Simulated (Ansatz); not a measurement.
Basis-set extrapolation for CH7AlO2Si, SMILES `C[SiH](O)[AlH][OH]` (PBE0-D4/def2-TZVP geometry, frozen core, Ansatz 0.2.0). Multiplicity 1, RHF reference.

```json
{"": "HF", "def2-TZVPP": "-722.731795", "def2-QZVPP": "-722.757605"}
{"": "MP2 correlation", "def2-TZVPP": "-0.861160", "def2-QZVPP": "-0.927884"}
{"": "CCSD(T) correlation", "def2-TZVPP": "-0.935897", "def2-QZVPP": "not run"}
```

Energies in hartree. Use E(X) = E(∞) + A·exp(−7.88·√X) for Hartree–Fock and E(X) = E(∞) + B·X^(−2.97) for correlation, with X = 3 and 4, and add CCSD(T) minus MP2 of the smaller set to the MP2 limit.

Task: What is the CCSD(T) energy at the basis-set limit?

Result: HF limit: -722.757605 + (-0.025810) × 0.13774 = -722.76116. MP2 limit: -0.927884 + (-0.066724) × 0.74074 = -0.97731. Higher-order term: -0.935897 − (-0.861160) = -0.07474. Total: -723.81321 hartree, 3.96 eV below CCSD(T)/def2-TZVPP.
